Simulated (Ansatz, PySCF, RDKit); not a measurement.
Noncovalent pair: HF (SMILES F) (first 2 atoms) with H2 (SMILES [H][H]); geometry from B3LYP-D3(BJ)/def2-TZVP, rigid monomers moved along the line of their centres of mass till H2···H3 is 2.26 Å.
(charge 0, multiplicity 1):
```xyz
4

F      0.069     0.092    -0.127
H      0.109     0.082     0.799
H      0.581     0.077     3.013
H     -0.164     0.039     3.046
```

Interaction energies are E(AB) − E(A) − E(B) at the monomers' geometry in the complex; basis-set methods are counterpoise corrected. Rows marked so take none. RDKit's UFF carries no charges.

Frozen-core correlation. Rows in 6-311+G**, 6-31G* carry no dispersion term and start afresh at each structure (6-31G* with six Cartesian d functions).

Run with Ansatz (Gaussian orbitals); PySCF for 6-311+G** rows, 6-31G* rows, the dispersion terms; RDKit for the force fields. 

```csv
level,interaction energy (meV)
UFF,33.5
BP86/6-31G* (no counterpoise),-7.0
B3LYP/6-31G*,-18.1
B3LYP/6-311+G** (no counterpoise),-31.6
B3LYP-D4/def2-TZVPPD,-40.7
PBE0-D3(BJ)/def2-TZVPPD,(withheld)
CCSD/aug-cc-pVDZ,-31.3
CCSD(T)/aug-cc-pVTZ,(withheld)
CCSD(T)/aug-cc-pVQZ,-40.6
```

**Question.** Some entries are withheld; supply them.

**Answer.** 
- PBE0-D3(BJ)/def2-TZVPPD, interaction energy (meV): -50.0
- CCSD(T)/aug-cc-pVTZ, interaction energy (meV): -39.5

Ansatz is a quantum-chemistry and plane-wave program.
